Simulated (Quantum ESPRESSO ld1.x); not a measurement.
The selenium ion Se2+, configuration [Ar] 3d10 4s2 4p2. Method: Dirac Kohn-Sham, LDA (Slater exchange, Perdew-Zunger correlation), spin-unpolarised, spherical densities, point nucleus; open shells are shared between the two j in proportion to 2j + 1; speed of light set to 1370.36 atomic units (10 times the physical value, a model run); computed with ld1.x of Quantum ESPRESSO 7.5.

Unscreened Slater integrals over Kohn-Sham orbitals (eV). Large and small components are both included.

integral,value
"F0(4p3/2,4p3/2)",12.339
"F2(4p3/2,4p3/2)",6.5081
"F0(4p3/2,4p1/2)",12.340
"G2(4p3/2,4p1/2)",6.5086
"F0(4p3/2,4s1/2)",13.197
"G1(4p3/2,4s1/2)",8.8493
"F0(4p3/2,3d5/2)",16.010
"F2(4p3/2,3d5/2)",3.3538
"G1(4p3/2,3d5/2)",1.1657
"G3(4p3/2,3d5/2)",1.0619
"F0(4p1/2,4p1/2)",12.341
"F0(4p1/2,4s1/2)",13.198
"G1(4p1/2,4s1/2)",8.8508
"F0(4p1/2,3d5/2)",16.012
"G3(4p1/2,3d5/2)",1.0623
"F0(4s1/2,4s1/2)",14.296
"F0(4s1/2,3d5/2)",18.217
"G2(4s1/2,3d5/2)",1.5993
"F0(3d5/2,3d5/2)",39.967
"F2(3d5/2,3d5/2)",18.979
"F4(3d5/2,3d5/2)",11.906
